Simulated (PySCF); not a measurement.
A calculated (wB97M-V, PySCF 2.14, aug-cc-pVQZ-X2C, the spin-free X2C one-electron Hamiltonian (Gaussian nucleus)) atom or ion has these occupied shells.

```csv
shell,electrons,orbital energy (eV),"rms radius, mean of both spins (bohr)"
1s,2,-15094.5,0.0464
2s,2,-2042.3,0.192
2p,6,-1808.1,0.171
3s,2,-318.08,0.545
3p,6,-242.29,0.559
3d,10,-117.90,0.579
4s,2,-43.276,1.56
4p,6,-25.861,1.85
```

Question: Name the element and its charge.

Answer: Rb⁺ (rubidium, charge +1), in [Kr], closed-shell 1S.
